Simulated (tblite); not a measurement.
Compound: C₆H₁₅AlSi.
Atom-mapped SMILES: `[CH3:1][Si@@H:2]1[CH2:3][CH2:4][CH2:5][C@H:6]([AlH2:7])[CH2:8]1` (hydrogens: H9, H10, H11 on C1; H12 on Si2; H13, H14 on C3; H15, H16 on C4; H17, H18 on C5; H19 on C6; H20, H21 on Al7; H22, H23 on C8)

Computed with GFN2-xTB (tblite), gas phase: L-BFGS steps from a force-field or distance-geometry start until the largest atomic force falls under 0.01 eV/Å.

Geometry at step 3:
```
atom  x, y, z in Å
C1     -2.8442   -1.3746    0.4666
Si2    -1.2732   -0.3467    0.5322
C3     -1.3112    1.2620   -0.4843
C4      0.0712    1.8823   -0.3281
C5      1.2034    0.9703   -0.7767
C6      1.3595   -0.2203    0.2026
Al7     3.2426   -0.9073    0.3132
C8      0.2388   -1.2291   -0.1203
H9     -3.2720   -1.3176    1.4413
H10    -3.5281   -0.9633   -0.2476
H11    -2.6322   -2.4006    0.2369
H12    -0.9650    0.0499    1.9173
H13    -1.5692    1.0852   -1.5279
H14    -2.0368    1.9395   -0.0501
H15     0.2134    2.0523    0.7326
H16     0.1279    2.8433   -0.8347
H17     1.0263    0.5904   -1.7855
H18     2.1416    1.5194   -0.7852
H19     1.1330    0.1934    1.2098
H20     4.0704   -1.3200   -0.9246
H21     3.9638   -0.7625    1.6673
H22     0.2033   -1.3309   -1.1951
H23     0.4320   -2.1882    0.3504
```

**Question.** What forces act on the atoms?

**Answer.** 
| atom | Fx (eV/Å) | Fy (eV/Å) | Fz (eV/Å) |
| --- | --- | --- | --- |
| C1 | 0.346 | 0.265 | -0.048 |
| Si2 | -0.298 | 0.171 | -0.084 |
| C3 | 0.104 | -0.347 | 0.268 |
| C4 | -0.028 | 0.009 | -0.168 |
| C5 | -0.001 | -0.295 | 0.276 |
| C6 | 0.258 | -0.031 | -0.293 |
| Al7 | -0.194 | 0.416 | -0.145 |
| C8 | 0.240 | 0.195 | 0.270 |
| H9 | -0.520 | -0.137 | 0.434 |
| H10 | -0.394 | -0.046 | -0.233 |
| H11 | -0.086 | -0.322 | -0.114 |
| H12 | -0.170 | -0.055 | 0.196 |
| H13 | 0.050 | 0.123 | 0.009 |
| H14 | -0.231 | 0.207 | -0.154 |
| H15 | 0.090 | 0.363 | 0.245 |
| H16 | 0.001 | 0.140 | -0.178 |
| H17 | 0.033 | 0.121 | 0.015 |
| H18 | 0.180 | 0.314 | -0.097 |
| H19 | 0.398 | -0.111 | -0.047 |
| H20 | 0.092 | -0.148 | 0.032 |
| H21 | 0.150 | -0.150 | 0.080 |
| H22 | -0.010 | -0.460 | -0.194 |
| H23 | -0.012 | -0.223 | -0.071 |

The largest, 0.69 eV/Å, acts on H9; the rms over all components is 0.217 eV/Å. The forces sum to zero within rounding, as they must for an isolated molecule in no field.

**Question.** Give the force on H9 in Eh/bohr and in nN.

**Answer.** 0.691 eV/Å ÷ 51.422 = 0.01344 Eh/bohr, and 0.691 eV/Å × 1.602 = 1.11 nN.

**Question.** How far is this geometry from the end of the optimisation?

**Answer.** 0.492 eV above it, and 0.797 Å rms away after alignment. The bonds farthest from their final lengths, with half the difference of the two atoms' forces along the bond (positive lengthens):

| bond | now (Å) | final (Å) | force along bond (eV/Å) |
| --- | --- | --- | --- |
| Si2–C8 | 1.868 | 1.900 | +0.15 |
| C1–Si2 | 1.879 | 1.898 | -0.30 |
| C1–H9 | 1.066 | 1.085 | +0.38 |
| C8–H22 | 1.080 | 1.098 | +0.27 |
| C1–H10 | 1.071 | 1.085 | +0.24 |
| C5–C6 | 1.549 | 1.537 | -0.27 |

The angle farthest from its final value is Al7–C6–C8, 118.0° against 98.8°.

Of the 6 listed bonds off by 0.010 Å or more, this force points towards the final length in 5.

The cost below is that of the whole relaxation. Time: 2.5 s wall. Hardware: one thread, Arm Neoverse V1 (aarch64), shared host with 32 logical CPUs at a one-minute load of 25.
